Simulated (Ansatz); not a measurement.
Reactions of C₂H₆SSi, SMILES `CC[Si]S`.

Isolated molecules relaxed with PBE0-D4/def2-TZVP in Ansatz; ΔE leaves out vibrations. CCSD(T)/CBS is the MP2 limit (def2-TZVPP, def2-QZVPP) plus CCSD(T) − MP2 in def2-TZVPP, frozen cores. Small cases extrapolate CCSD(T) itself. One conformer a species, not always the lowest.

Order these by ΔE at CCSD(T)/CBS, lowest first. (Estimate.)
A. `CC[Si]S` + H₂ → `[SiH]S` + `CC`
B. `CC[Si]S` + `O[SiH3]` → `[SiH3]O[Si]S` + `CC`
C. `CC[Si]S` + H₂ → `C[Si]S` + CH₄
D. `CC[Si]S` + CH₄ → `CC[Si]C` + H₂S
E. `CC[Si]S` + `N[SiH2]N` → `CN[SiH2]N` + `C[Si]S`
F. `CC[Si]S` → `[SiH3]/C=C\S`
G. `CC[Si]S` + CH₄ → `C[Si]S` + `CC`
H. `CC[Si]S` + H–F → `F[Si]S` + `CC`

H (-170.5 kJ/mol), B (-152.2 kJ/mol), C (-86.0 kJ/mol), A (-35.7 kJ/mol), G (-9.5 kJ/mol), E (+23.8 kJ/mol), F (+61.9 kJ/mol), D (+125.2 kJ/mol).

Largest T1 diagnostic: 0.016, for `[SiH]S`.

Extrapolated directly: `CC[Si]S` + H₂ → `[SiH]S` + `CC`; `CC[Si]S` + H–F → `F[Si]S` + `CC`.
